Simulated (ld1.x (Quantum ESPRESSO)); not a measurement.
**Pseudopotential generation for nitrogen: TM, PBE, scalar-relativistic.**

Input for ld1.x (Quantum ESPRESSO) 7.5:

```
&input
   title='N', zed=7., rel=1, dft='PBE', iswitch=3,
   config='[He] 2s2 2p1 3d-2',
   nld=3, rlderiv=1.65, eminld=-6.0, emaxld=5.0, deld=0.02
 /
 &inputp
   pseudotype=2, tm=.true., lloc=1,
   nlcc=.true., new_core_ps=.true., rcore=0.60,
   file_pseudopw='N.UPF', file_wfcaegen='ae.wfc', file_wfcncgen='nc.wfc', file_beta='beta', file_chi='chi'
 /
3
2S  1  0   2.00   0.00  0.95  0.95  0.0
3D  3  2  -2.00   0.20  1.30  1.30  0.0
2P  2  1   1.00   0.00  1.50  1.50  0.0
 &test
   configts(1)='2s2 2p1'
 /
```

Command:

```bash
ld1.x < N.in > N.out
```

Resulting log (shortened: banner, matrices, multipoles, cross overlaps and the repeated all-electron block are left out):

```
Program LD1 v.7.5
     --------------------------- All-electron run ----------------------------

     N
     scalar relativistic calculation

     atomic number is  7.00
     dft =PBE   lsd =0 sic =0 latt =0  beta=0.20 tr2=1.0E-14
     Exchange-correlation= PBE
                           (   1   4   3   4   0   0   0)
     mesh =1085 r(mesh) =  99.89202 a.u. xmin = -7.00 dx = 0.01250
     1 Ry =  13.60569312 eV, c = 137.03599908

     n l     nl                  e(Ry)          e(Ha)          e(eV)
     1 0     1S 1( 2.00)       -31.1536       -15.5768      -423.8666
     2 0     2S 1( 2.00)        -3.6132        -1.8066       -49.1598
     2 1     2P 1( 1.00)        -2.7571        -1.3785       -37.5117

     final scf error:  2.6E-15 reached in  14 iterations

     Etot =    -105.786813 Ry,     -52.893406 Ha,   -1439.302912 eV

     Ekin =     105.673042 Ry,      52.836521 Ha,    1437.754981 eV
     Encl =    -236.716407 Ry,    -118.358204 Ha,   -3220.690797 eV
     Eh   =      36.682461 Ry,      18.341230 Ha,     499.090304 eV
     Exc  =     -11.425908 Ry,      -5.712954 Ha,    -155.457401 eV

     normalization and overlap integrals

     s(1S/1S) =  1.000000  <r> =   0.2294  <r2> =    0.0712  r(max) =   0.1483
     s(2S/2S) =  1.000000  <r> =   1.1711  <r2> =    1.6241  r(max) =   0.9551
     s(2P/2P) =  1.000000  <r> =   1.1381  <r2> =    1.6043  r(max) =   0.8642

     ------------------------ End of All-electron run ------------------------

     --------------------- Generating NC pseudopotential ---------------------

      Generating local pot.: lloc=1, matching radius rcloc =   1.5000

      Computing core charge for nlcc:

       r > 0.60 : true rho core
      Core charge pseudized with two Bessel functions
      Integrated core pseudo-charge :   0.60

      Wfc   2S  rcut= 0.955  Using Troullier-Martins method

      Wfc   3D  rcut= 1.289  Using Troullier-Martins method

     ------------------- End of pseudopotential generation -------------------

     Computing logarithmic derivative in   1.64520
     Computing logarithmic derivative in   1.64520
     Computing the partial wave expansion
     R is outside the sphere for l=    0 j= 0.00
       no projector for channel:   1
     R is outside the sphere for l=    2 j= 0.00

     ---------------------- Testing the pseudopotential ----------------------

     N
     scalar relativistic calculation

     atomic number is  7.00   valence charge is  5.00
     dft =PBE   lsd =0 sic =0 latt =0  beta=0.20 tr2=1.0E-14
     mesh =1085 r(mesh) =  99.89202 xmin = -7.00 dx = 0.01250

     n l     nl             e AE (Ry)        e PS (Ry)    De AE-PS (Ry)
     1 0     2S   1( 2.00)       -3.61318       -3.61321        0.00003
     2 1     2P   1( 1.00)       -2.75706       -2.75707        0.00001

     eps = 3.0E-15  iter = 12

     Etot =    -105.786813 Ry,     -52.893406 Ha,   -1439.302912 eV
     Etotps =   -17.322414 Ry,      -8.661207 Ha,    -235.683454 eV

     Ekin =       7.868882 Ry,       3.934441 Ha,     107.061600 eV
     Encl =     -31.617013 Ry,     -15.808506 Ha,    -430.171375 eV
     Ehrt =       6.990427 Ry,       3.495213 Ha,      95.109598 eV
     Ecxc =      -3.964826 Ry,      -1.982413 Ha,     -53.944203 eV
     (Ecc =      -1.076472 Ry,      -0.538236 Ha,     -14.646146 eV)
     Epseu=       3.400115 Ry,       1.700058 Ha,      46.260925 eV

     ---------------------- End of pseudopotential test ----------------------
```

Generation and configuration tests took about 0.66 s on one core of a shared server CPU.

Transferability test of the new file with ld1.x, input:

```
&input
   title='N', zed=7., rel=1, dft='PBE', iswitch=2,
   config='[He] 2s2 2p1 3d-2'
 /
 &test
   file_pseudo='N.UPF', nconf=8,
   configts(1)='2s2 2p1',
   configts(2)='2s2 2p3',
   configts(3)='2s2 2p2',
   configts(4)='2s2 2p0',
   configts(5)='2s2 2p3.3',
   configts(6)='2s1 2p4',
   configts(7)='2s1 2p3',
   configts(8)='2s2 2p2.5'
 /
```

```bash
ld1.x < N.test.in > N.test.out
```

Pseudopotential blocks of its output, shortened (energy terms left out):

```
     ---------------------- Testing the pseudopotential ----------------------

     n l     nl             e AE (Ry)        e PS (Ry)    De AE-PS (Ry)
     1 0     2S   1( 2.00)       -3.61318       -3.61321        0.00003
     2 1     2P   1( 1.00)       -2.75706       -2.75707        0.00001

     eps = 3.0E-15  iter = 12

     Etot =    -105.786813 Ry,     -52.893407 Ha,   -1439.302915 eV
     Etotps =   -17.322414 Ry,      -8.661207 Ha,    -235.683454 eV

     ---------------------- End of pseudopotential test ----------------------

          ---------------------- Testing the pseudopotential ----------------------

     n l     nl             e AE (Ry)        e PS (Ry)    De AE-PS (Ry)
     1 0     2S   1( 2.00)       -1.36581       -1.35940       -0.00641  !
     2 1     2P   1( 3.00)       -0.52111       -0.52053       -0.00057

     eps = 1.3E-15  iter = 18

     Etot =    -108.906480 Ry,     -54.453240 Ha,   -1481.748142 eV
     Etotps =   -20.447034 Ry,     -10.223517 Ha,    -278.196064 eV
     dEtot_ae =      -3.119667 Ry
     dEtot_ps =      -3.124619 Ry,   Delta E=       0.004953 Ry

     ---------------------- End of pseudopotential test ----------------------

          ---------------------- Testing the pseudopotential ----------------------

     n l     nl             e AE (Ry)        e PS (Ry)    De AE-PS (Ry)
     1 0     2S   1( 2.00)       -2.38592       -2.38431       -0.00161
     2 1     2P   1( 2.00)       -1.52057       -1.52427        0.00370

     eps = 9.9E-15  iter = 13

     Etot =    -107.907526 Ry,     -53.953763 Ha,   -1468.156687 eV
     Etotps =   -19.446414 Ry,      -9.723207 Ha,    -264.581943 eV
     dEtot_ae =      -2.120713 Ry
     dEtot_ps =      -2.124000 Ry,   Delta E=       0.003287 Ry

     ---------------------- End of pseudopotential test ----------------------

          ---------------------- Testing the pseudopotential ----------------------

     n l     nl             e AE (Ry)        e PS (Ry)    De AE-PS (Ry)
     1 0     2S   1( 2.00)       -5.00709       -4.99215       -0.01494  !
     2 1     2P   1( 0.00)       -4.19522       -4.16306       -0.03216  !

     eps = 9.9E-16  iter =  9

     Etot =    -102.326325 Ry,     -51.163163 Ha,   -1392.220578 eV
     Etotps =   -13.874430 Ry,      -6.937215 Ha,    -188.771241 eV
     dEtot_ae =       3.460488 Ry
     dEtot_ps =       3.447984 Ry,   Delta E=       0.012504 Ry

     ---------------------- End of pseudopotential test ----------------------

          ---------------------- Testing the pseudopotential ----------------------

     n l     nl             e AE (Ry)        e PS (Ry)    De AE-PS (Ry)
     1 0     2S   1( 2.00)       -1.11160       -1.10439       -0.00721  !
     2 1     2P   1( 3.30)       -0.27726       -0.27577       -0.00149

     eps = 1.4E-15  iter = 27

     Etot =    -109.025475 Ry,     -54.512738 Ha,   -1483.367158 eV
     Etotps =   -20.565714 Ry,     -10.282857 Ha,    -279.810796 eV
     dEtot_ae =      -3.238662 Ry
     dEtot_ps =      -3.243300 Ry,   Delta E=       0.004638 Ry

     ---------------------- End of pseudopotential test ----------------------

          ---------------------- Testing the pseudopotential ----------------------

     n l     nl             e AE (Ry)        e PS (Ry)    De AE-PS (Ry)
     1 0     2S   1( 1.00)       -1.39869       -1.39049       -0.00819  !
     2 1     2P   1( 4.00)       -0.55190       -0.55086       -0.00104

     eps = 5.2E-15  iter = 21

     Etot =    -108.060693 Ry,     -54.030347 Ha,   -1470.240630 eV
     Etotps =   -19.607744 Ry,      -9.803872 Ha,    -266.776941 eV
     dEtot_ae =      -2.273880 Ry
     dEtot_ps =      -2.285329 Ry,   Delta E=       0.011449 Ry

     ---------------------- End of pseudopotential test ----------------------

          ---------------------- Testing the pseudopotential ----------------------

     n l     nl             e AE (Ry)        e PS (Ry)    De AE-PS (Ry)
     1 0     2S   1( 1.00)       -2.39419       -2.39221       -0.00198
     2 1     2P   1( 3.00)       -1.52782       -1.53304        0.00522  !

     eps = 4.3E-15  iter = 16

     Etot =    -107.041641 Ry,     -53.520820 Ha,   -1456.375713 eV
     Etotps =   -18.586798 Ry,      -9.293399 Ha,    -252.886275 eV
     dEtot_ae =      -1.254828 Ry
     dEtot_ps =      -1.264384 Ry,   Delta E=       0.009557 Ry

     ---------------------- End of pseudopotential test ----------------------

          ---------------------- Testing the pseudopotential ----------------------

     n l     nl             e AE (Ry)        e PS (Ry)    De AE-PS (Ry)
     1 0     2S   1( 2.00)       -1.84634       -1.84214       -0.00421
     2 1     2P   1( 2.50)       -0.98810       -0.98976        0.00165

     eps = 3.1E-16  iter = 18

     Etot =    -108.532115 Ry,     -54.266058 Ha,   -1476.654655 eV
     Etotps =   -20.072402 Ry,     -10.036201 Ha,    -273.098948 eV
     dEtot_ae =      -2.745302 Ry
     dEtot_ps =      -2.749988 Ry,   Delta E=       0.004686 Ry

     ---------------------- End of pseudopotential test ----------------------
```
